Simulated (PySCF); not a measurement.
One molecule, one basis, several functionals.

Compound: CH₈GeOSi.
InChI=1S/CH8GeOSi/c1-3-2-4/h2H2,1,4H3

Torsions of this conformer, `[CH3:1][O:2][GeH2:3][SiH3:4]`: C1–O2–Ge3–Si4 179°.

PySCF, def2-SVPD basis, density fitting, gas phase, PBE0-D3(BJ)/def2-SVP geometry; singlet excitations by full TDDFT with frozen cores, triplets by Tamm–Dancoff TDDFT and ionisation energies by ΔSCF, from the lowest of the holes tried. One functional is left out:

```json
{"functional": "LDA", "exact exchange (%)": "0", "HOMO energy (eV)": "-6.30", "LUMO energy (eV)": "-1.32", "lowest singlet excitation (eV)": "5.10", "lowest triplet excitation (eV)": "4.88", "dipole moment (D)": "0.884", "mean polarisability (au)": "86.6", "vertical ionisation energy (eV)": "9.59"}
{"functional": "PBE", "exact exchange (%)": "0", "HOMO energy (eV)": "-6.22", "LUMO energy (eV)": "-1.10", "lowest singlet excitation (eV)": "5.22", "lowest triplet excitation (eV)": "4.98", "dipole moment (D)": "0.836", "mean polarisability (au)": "84.5", "vertical ionisation energy (eV)": "9.50"}
{"functional": "B3LYP", "exact exchange (%)": "20", "HOMO energy (eV)": "-7.52", "LUMO energy (eV)": "-0.46", "lowest singlet excitation (eV)": "5.95", "lowest triplet excitation (eV)": "5.64", "dipole moment (D)": "0.920", "mean polarisability (au)": "81.5", "vertical ionisation energy (eV)": "9.83"}
{"functional": "BHandHLYP", "exact exchange (%)": "50", "HOMO energy (eV)": "-9.25", "LUMO energy (eV)": "0.57", "lowest singlet excitation (eV)": "6.84", "lowest triplet excitation (eV)": "6.34", "dipole moment (D)": "1.021", "mean polarisability (au)": "77.9", "vertical ionisation energy (eV)": "9.85"}
```

Task: Predict the row of PBE0 (25 % exact exchange) by straight lines through the other rows, and check it.

Result: 
```csv
property,line,computed,computed − line,"B3LYP (20 %), for comparison"
HOMO energy (eV),-7.77,-7.76,+0.01,-7.52
LUMO energy (eV),-0.31,-0.27,+0.04,-0.46
lowest singlet excitation (eV),6.03,6.07,+0.04,5.95
lowest triplet excitation (eV),5.67,5.73,+0.06,5.64
dipole moment (D),0.939,0.939,0.000,0.920
mean polarisability (au),81.5,80.8,-0.7,81.5
vertical ionisation energy (eV),9.74,10.17,+0.43,9.83
```

Task: Which of these properties follows the share of exact exchange most closely, and which least?

Result: Most closely the HOMO energy, least the vertical ionisation energy; the correlations over the tabulated rows are HOMO energy -0.999, lowest singlet excitation 0.995, LUMO energy 0.994, lowest triplet excitation 0.992, dipole moment 0.968, mean polarisability -0.965, vertical ionisation energy 0.859. The HOMO energy moves by -0.599 eV for every 10 %. Functionals with the same share still differ in their other parts: at 0 % LDA and PBE differ by 0.08 eV in it.
